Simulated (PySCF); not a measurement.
Task: What does the GFN2-xTB structure of `c1cnc(c(F)n1)Cl` look like in three dimensions?

Result: 
Z-matrix in Å and degrees, rows numbered from 1:
```
F 
C   1  1.3290
N   2  1.3079  1  117.04
C   3  1.3285  2  117.68  1  -179.97
C   4  1.3850  3  120.86  2     0.01
N   5  1.3270  4  121.24  3    -0.02
C   6  1.3162  5  118.31  4     0.02
Cl  7  1.7106  2  121.91  1    -0.01
H   4  1.0796  3  116.00  2   179.98
H   5  1.0799  4  122.93  3   179.97
```

The C–N distances run from 1.308 Å (C2–N3, aromatic) to 1.329 Å (N3–C4, aromatic), a spread of 0.021 Å. The 8 heavy atoms lie in one plane (0.000 Å rms). The 6-membered ring C2–N3–C4–C5–N6–C7 has internal angles of 117.7° to 122.0°; it is planar, 0.00 Å rms from its mean plane, widest ring torsion 0°.

The geometry is computed with GFN2-xTB (gas phase).

Point group: Cs (every atom within 0.08 Å of its image). Not checked by GFN2-xTB frequencies.

***

Q: What does the PBE0-D3(BJ)/def2-SVP structure of `[F][GeH]([F])[SiH3]` look like in three dimensions?

A: 
Z-matrix in Å and degrees, rows numbered from 1:
```
F 
Ge  1  1.7383
F   2  1.7379  1  104.21
Si  2  2.3816  1  108.24  3   115.11
H   2  1.5370  1  106.48  3  -112.15
H   4  1.4918  2  108.70  1  -175.94
H   4  1.4917  2  108.62  1    64.14
H   4  1.4901  2  108.12  1   -55.87
```

Ge2 (germanium bonded to 2 F, Si and H) is distorted tetrahedral (angles from 104.2° to 122.0°). Si4 (SiH3 silicon) is tetrahedral (angles from 108.1° to 110.6°).

Method used: PBE0-D3(BJ)/def2-SVP geometry optimisation, gas phase (PySCF).

Point group: Cs (tolerance 0.08 Å). Whether it is a minimum is left open (no frequencies).
